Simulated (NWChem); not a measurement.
System: C$_{3}$H$_{4}$BF$_{2}$N; SMILES FB1NCC=C1F

Here is an NWChem input.

```
start job
memory heap 200 mb stack 900 mb global 1100 mb
geometry units angstroms noautoz
  F      1.905436    -1.038381     0.000000
  B      0.650215    -0.597096     0.000000
  N     -0.498766    -1.401665     0.000000
  C     -1.701756    -0.601252     0.000000
  C     -1.230959     0.821082     0.000000
  C      0.110800     0.872687     0.000000
  F      0.827034     1.990648     0.000000
  H     -0.562132    -2.409449     0.000000
  H     -2.331085    -0.805822    -0.886932
  H     -2.331085    -0.805822     0.886932
  H     -1.917077     1.670595     0.000000
end
basis spherical
  * library def2-svp
end
dft
  xc b3lyp
  iterations 150
  mulliken
end
task dft energy
```

Output (shortened):

```
             Northwest Computational Chemistry Package (NWChem) 7.3.0
             --------------------------------------------------------

 CS  symmetry detected

                             Geometry "geometry" -> ""
                             -------------------------

 Output coordinates in angstroms (scale by  1.889725989 to convert to a.u.)

  No.       Tag          Charge          X              Y              Z
 ---- ---------------- ---------- -------------- -------------- --------------
    1 F                    9.0000     2.15458951     0.21297536     0.00000000
    2 B                    5.0000     0.86892870    -0.12964467     0.00000000
    3 N                    7.0000     0.37296433    -1.44170716     0.00000000
    4 C                    6.0000    -1.07187962    -1.45819574     0.00000000
    5 C                    6.0000    -1.48427012    -0.01784234     0.00000000
    6 C                    6.0000    -0.40481119     0.78074936     0.00000000
    7 F                    9.0000    -0.44294077     2.10791705     0.00000000
    8 H                    1.0000     0.88840544    -2.31001833     0.00000000
    9 H                    1.0000    -1.47656201    -1.98177575    -0.88693200
   10 H                    1.0000    -1.47656201    -1.98177575     0.88693200
   11 H                    1.0000    -2.52974840     0.29744390     0.00000000

 Effective nuclear repulsion energy (a.u.)     280.4984536585

      Symmetry information
      --------------------

 Group name             Cs
 Group number              2
 Group order               2
 No. of unique centers    10

                                 NWChem DFT Module
                                 -----------------

 Summary of "ao basis" -> "ao basis" (spherical)
 ------------------------------------------------------------------------------
       Tag                 Description            Shells   Functions and Types
 ---------------- ------------------------------  ------  ---------------------
 F                          def2-svp                 6       14   3s2p1d
 B                          def2-svp                 6       14   3s2p1d
 N                          def2-svp                 6       14   3s2p1d
 C                          def2-svp                 6       14   3s2p1d
 H                          def2-svp                 3        5   2s1p

      Symmetry analysis of basis
      --------------------------

        a'         83
        a"         35

            General Information
            -------------------
          SCF calculation type: DFT
          Wavefunction type:  closed shell.
          No. of atoms     :    11
          No. of electrons :    52
           Alpha electrons :    26
            Beta electrons :    26
          Charge           :     0
          Spin multiplicity:     1
          Use of symmetry is: on ; symmetry adaption is: on
          Maximum number of iterations: 150
          AO basis - number of functions:   118
                     number of shells:    54
          Convergence on energy requested:  1.00D-06
          Convergence on density requested:  1.00D-05
          Convergence on gradient requested:  5.00D-04

              XC Information
              --------------
                         B3LYP Method XC Potential
                     Hartree-Fock (Exact) Exchange  0.200
                        Slater Exchange Functional  0.800 local
                    Becke 1988 Exchange Functional  0.720 non-local
              Lee-Yang-Parr Correlation Functional  0.810
                  VWN I RPA Correlation Functional  0.190 local

             Grid Information
             ----------------
          Grid used for XC integration:  medium
          Radial quadrature: Mura-Knowles
          Angular quadrature: Lebedev.
          Tag              B.-S. Rad. Rad. Pts. Rad. Cut. Ang. Pts.
          ---              ---------- --------- --------- ---------
          F                   0.50       49          12.0       434
          B                   0.85       49          10.0       434
          N                   0.65       49          10.0       434
          C                   0.70       49          10.0       434
          H                   0.35       45          11.0       434
          Grid pruning is: on
          Number of quadrature shells:   478
          Spatial weights used:  Erf1

      Superposition of Atomic Density Guess
      -------------------------------------

 Sum of atomic energies:        -392.20474662

      Non-variational initial energy
      ------------------------------

 Total energy =    -395.990875
 1-e energy   =   -1094.681040
 2-e energy   =     418.191712
 HOMO         =      -0.289803
 LUMO         =       0.003244

      Symmetry analysis of molecular orbitals - initial
      -------------------------------------------------

  Numbering of irreducible representations:

     1 a'          2 a"

  Orbital symmetries:

     1 a'          2 a'          3 a'          4 a'          5 a'
     6 a'          7 a'          8 a'          9 a'         10 a'
    11 a'         12 a'         13 a'         14 a'         15 a'
    16 a"         17 a'         18 a"         19 a'         20 a'
    21 a"         22 a'         23 a'         24 a'         25 a"
    26 a"         27 a"         28 a'         29 a'         30 a'
    31 a"         32 a'         33 a"         34 a'         35 a'
    36 a'

     ---------------------------------------------
      Total Density - Mulliken Population Analysis
     ---------------------------------------------

    Atom       Charge   Shell Charges
 -----------   ------   -------------------------------------------------------
    1 F    9     9.36   1.99  1.15  0.72  3.50  1.99  0.00
    2 B    5     4.54   1.99  0.83  0.13  1.23  0.21  0.17
    3 N    7     7.49   1.99  1.02  0.41  2.56  1.50  0.01
    4 C    6     5.85   1.99  0.94  0.11  1.89  0.88  0.05
    5 C    6     6.29   1.99  0.98  0.34  2.01  0.94  0.03
    6 C    6     5.64   1.99  0.94  0.23  1.74  0.67  0.07
    7 F    9     9.37   1.99  1.14  0.77  3.43  2.03  0.01
    8 H    1     0.76   0.60  0.12  0.04
    9 H    1     0.90   0.68  0.20  0.02
   10 H    1     0.90   0.68  0.20  0.02
   11 H    1     0.90   0.66  0.22  0.02

   convergence    iter        energy       DeltaE   RMS-Dens  Diis-err
 ---------------- ----- ----------------- --------- --------- ---------
 d= 0,ls=0.0,diis     1   -395.7003731003 -6.76D+02  1.26D-02  8.48D-01
 d= 0,ls=0.0,diis     2   -395.7065013967 -6.13D-03  6.00D-03  1.06D+00
 d= 0,ls=0.0,diis     3   -395.7965592958 -9.01D-02  1.34D-03  6.12D-02
 d= 0,ls=0.0,diis     4   -395.8014925350 -4.93D-03  3.34D-04  3.04D-03
 d= 0,ls=0.0,diis     5   -395.8017333343 -2.41D-04  1.21D-04  6.12D-04
  Resetting Diis
 d= 0,ls=0.0,diis     6   -395.8017956876 -6.24D-05  3.15D-05  2.08D-05
 d= 0,ls=0.0,diis     7   -395.8017978202 -2.13D-06  2.52D-05  3.16D-06
 d= 0,ls=0.0,diis     8   -395.8017971632  6.57D-07  1.65D-05  8.85D-06
 d= 0,ls=0.0,diis     9   -395.8017981667 -1.00D-06  1.83D-06  8.54D-08
 d= 0,ls=0.0,diis    10   -395.8017981768 -1.01D-08  3.96D-07  3.11D-09

         Total DFT energy =     -395.801798176840
      One electron energy =    -1099.628369774153
           Coulomb energy =      473.078795062537
    Exchange-Corr. energy =      -49.750677123732
 Nuclear repulsion energy =      280.498453658508

 Numeric. integr. density =       51.999972875108

                  Occupations of the irreducible representations
                  ----------------------------------------------

                     irrep           alpha         beta
                     --------     --------     --------
                     a'               21.0         21.0
                     a"                5.0          5.0

                       DFT Final Molecular Orbital Analysis
                       ------------------------------------

 Vector   24  Occ=2.000000D+00  E=-3.220366D-01  Symmetry=a'
              MO Center=  1.4D-03,  6.5D-01,  6.3D-16, r^2= 2.8D+00
   Bfn.  Coefficient  Atom+Function         Bfn.  Coefficient  Atom+Function
  ----- ------------  ---------------      ----- ------------  ---------------
    88      0.368350   7 F  px               74      0.358556   6 C  px
    73      0.280555   6 C  s                91     -0.255592   7 F  px
    19     -0.244516   2 B  py                5      0.231504   1 F  py
    60     -0.182062   5 C  px                8     -0.163181   1 F  py
    18      0.161942   2 B  px               59     -0.157388   5 C  s

 Vector   25  Occ=2.000000D+00  E=-2.826504D-01  Symmetry=a"
              MO Center=  9.9D-02, -1.1D+00, -2.0D-16, r^2= 2.6D+00
   Bfn.  Coefficient  Atom+Function         Bfn.  Coefficient  Atom+Function
  ----- ------------  ---------------      ----- ------------  ---------------
    34      0.453308   3 N  pz               37     -0.360248   3 N  pz
    20      0.210662   2 B  pz              104     -0.198187   9 H  s
   109      0.198187  10 H  s                 6     -0.182928   1 F  pz
    48      0.177891   4 C  pz                9      0.140731   1 F  pz
   105     -0.138539   9 H  s               110      0.138539  10 H  s

 Vector   26  Occ=2.000000D+00  E=-2.564674D-01  Symmetry=a"
              MO Center= -7.8D-01,  1.7D-01, -1.6D-16, r^2= 2.4D+00
   Bfn.  Coefficient  Atom+Function         Bfn.  Coefficient  Atom+Function
  ----- ------------  ---------------      ----- ------------  ---------------
    62      0.401509   5 C  pz               76      0.337086   6 C  pz
    65      0.306158   5 C  pz               90      0.257375   7 F  pz
    34      0.252282   3 N  pz               37     -0.213005   3 N  pz
    93     -0.200462   7 F  pz               79      0.180702   6 C  pz
   105      0.054389   9 H  s               110     -0.054389  10 H  s

 Vector   27  Occ=0.000000D+00  E=-1.821191D-02  Symmetry=a"
              MO Center= -4.6D-01, -2.5D-02, -2.4D-15, r^2= 3.2D+00
   Bfn.  Coefficient  Atom+Function         Bfn.  Coefficient  Atom+Function
  ----- ------------  ---------------      ----- ------------  ---------------
    65      0.507232   5 C  pz               62      0.386380   5 C  pz
    79     -0.375666   6 C  pz               20      0.323700   2 B  pz
    76     -0.317903   6 C  pz               23     -0.255993   2 B  pz
   105      0.231195   9 H  s               110     -0.231195  10 H  s
    37      0.218561   3 N  pz               34     -0.198387   3 N  pz

 Vector   28  Occ=0.000000D+00  E= 4.873367D-02  Symmetry=a'
              MO Center= -4.6D-01, -2.1D+00,  5.2D-16, r^2= 5.6D+00
   Bfn.  Coefficient  Atom+Function         Bfn.  Coefficient  Atom+Function
  ----- ------------  ---------------      ----- ------------  ---------------
    45      1.850233   4 C  s               100     -0.990088   8 H  s
   105     -0.946644   9 H  s               110     -0.946644  10 H  s
    31      0.748371   3 N  s                73      0.548417   6 C  s
   115     -0.527560  11 H  s                17     -0.465528   2 B  s
    63     -0.350689   5 C  px               49     -0.327686   4 C  px

 Vector   29  Occ=0.000000D+00  E= 7.720132D-02  Symmetry=a'
              MO Center=  8.5D-02, -1.7D-01,  5.9D-15, r^2= 6.6D+00
   Bfn.  Coefficient  Atom+Function         Bfn.  Coefficient  Atom+Function
  ----- ------------  ---------------      ----- ------------  ---------------
    17      1.753249   2 B  s                31     -1.008539   3 N  s
   115     -0.910709  11 H  s                45      0.691437   4 C  s
    73     -0.584414   6 C  s                59      0.548165   5 C  s
    78      0.425646   6 C  py                3     -0.383723   1 F  s
    63     -0.384387   5 C  px              100      0.358016   8 H  s

     ---------------------------------------------
      Total Density - Mulliken Population Analysis
     ---------------------------------------------

    Atom       Charge   Shell Charges
 -----------   ------   -------------------------------------------------------
    1 F    9     9.11   1.99  1.14  0.72  3.38  1.89  0.01
    2 B    5     5.00   1.98  0.79  0.08  1.62  0.34  0.18
    3 N    7     7.14   1.99  0.98  0.37  2.51  1.27  0.02
    4 C    6     5.79   1.98  0.93 -0.03  2.11  0.74  0.05
    5 C    6     6.19   1.99  0.91  0.36  2.10  0.79  0.03
    6 C    6     5.76   1.99  0.93  0.15  2.03  0.60  0.08
    7 F    9     9.20   1.99  1.14  0.76  3.36  1.94  0.01
    8 H    1     0.88   0.73  0.11  0.05
    9 H    1     0.97   0.75  0.20  0.02
   10 H    1     0.97   0.75  0.20  0.02
   11 H    1     0.99   0.75  0.22  0.02

     -------------------------------------------
      Total Density - Lowdin Population Analysis
     -------------------------------------------

    Atom       Charge   Shell Charges
 -----------   ------   -------------------------------------------------------
    1 F    9     8.96   1.98  0.98  0.70  3.22  2.08  0.01
    2 B    5     5.20   1.96  0.49  0.21  1.47  0.62  0.45
    3 N    7     6.98   1.97  0.69  0.38  2.30  1.60  0.04
    4 C    6     5.94   1.96  0.58  0.28  1.90  1.10  0.12
    5 C    6     6.06   1.97  0.61  0.30  1.93  1.17  0.08
    6 C    6     5.97   1.96  0.62  0.30  1.84  1.07  0.18
    7 F    9     9.05   1.98  1.01  0.72  3.23  2.10  0.01
    8 H    1     0.92   0.59  0.20  0.12
    9 H    1     0.97   0.64  0.26  0.06
   10 H    1     0.97   0.64  0.26  0.06
   11 H    1     0.97   0.63  0.27  0.07

     Multipole analysis of the density
     ---------------------------------

     L   x y z        total         alpha         beta         nuclear
     -   - - -        -----         -----         ----         -------
     0   0 0 0     -0.000000    -26.000000    -26.000000     52.000000

     1   1 0 0     -0.603606     -0.301803     -0.301803      0.000000
     1   0 1 0     -1.237858     -0.618929     -0.618929     -0.000000
     1   0 0 1      0.000000      0.000000      0.000000      0.000000

     2   2 0 0    -29.051461   -159.045760   -159.045760    289.040058
     2   1 1 0     -0.215896     -3.835947     -3.835947      7.455998
     2   1 0 1      0.000000      0.000000      0.000000      0.000000
     2   0 2 0    -26.970022   -164.770641   -164.770641    302.571260
     2   0 1 1      0.000000      0.000000      0.000000      0.000000
     2   0 0 2    -28.787866    -17.203105    -17.203105      5.618344
```

Level: B3LYP/def2-SVP. All runs use the structure optimised with PBE0/def2-SVP.
